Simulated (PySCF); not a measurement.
## Electron correlation in Cl³⁺ (chlorine, charge +3)

Starting occupation: [Ne] 3s2 3p2, 3p3/2 with m_j = +1/2, +3/2. All numbers are calculated (PySCF 2.14, X2C-1e with screened-nucleus spin-orbit coupling, Gaussian nucleus, in x2c-TZVPall-2c). Frozen: [Ne]; 4 electrons correlated.

MP2 pair energies summed by pair of shells (mhartree):

```csv
pair,energy,share (%)
3p-3s,-48.00,65.0
3s-3s,-18.39,24.9
3p-3p,-7.47,10.1
```

Total MP2 correlation energy: -73.87 mhartree.

The GHF reference relaxed away from the jj start to a determinant that is no pure jj level (⟨S²⟩ = 2.00, ⟨J²⟩ = 6.01); the energies belong to that determinant.
